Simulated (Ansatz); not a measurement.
Input and output for C2H3BClF, SMILES `B/C=C(\F)Cl`.

```yaml
crystal:
  periodic: [false, false, false]
  atoms:
    - {symbol: B, position_ang: [0.103363, -0.872369, 1.473690]}
    - {symbol: C, position_ang: [0.558937, 0.342305, 0.077513]}
    - {symbol: C, position_ang: [-0.372875, 0.512748, -1.299902]}
    - {symbol: F, position_ang: [-1.748972, -0.333142, -1.583320]}
    - {symbol: Cl, position_ang: [0.051868, 1.840292, -2.913394]}
    - {symbol: H, position_ang: [-1.119584, -1.720993, 1.376526]}
    - {symbol: H, position_ang: [0.983522, -0.971982, 2.676322]}
    - {symbol: H, position_ang: [1.658867, 1.131889, 0.122817]}
basis:
  gaussian: {orbitals: pcseg-2, nuclear_model: gaussian}
hamiltonian: {xc: {name: B97}}
scf: {lower_state_search: full}
```

```sh
$ ansatz run in.yaml --threads 2 --pin off --events-out ev --progress --plain --max-ram 4352MiB
```

It prints (some lines left out):

```
Functional definition: B97
1082 factors; their error is unknown
mean field evaluation 1: about -18024.6121 eV, gradient 4.3e1 eV
mean field evaluation 2: about -17996.4299 eV, gradient 1.1e2 eV
mean field evaluation 4: about -18028.5202 eV, gradient 1.3e1 eV
mean field evaluation 8: about -18029.0195 eV, gradient 2.9e-1 eV
mean field evaluation 16: about -18029.0363 eV, gradient 1.5e-4 eV
mean field -18029.03627130 eV, -662.5548624506 hartree, gradient 1.6e-5 eV, S^2 0.000000; 0 other end points of the search recorded, 0 dependent functions left out
reference -18029.03630344 eV, -662.5548636318 hartree; 23, 23 occupied and 173, 173 virtual orbitals, 1082 factors
Total energy: -18029.03630344 eV, -662.5548636318 hartree
```

Run time 6.5 s (2 threads of an Arm Neoverse V2 on a shared host); peak host memory 0.42 GiB.
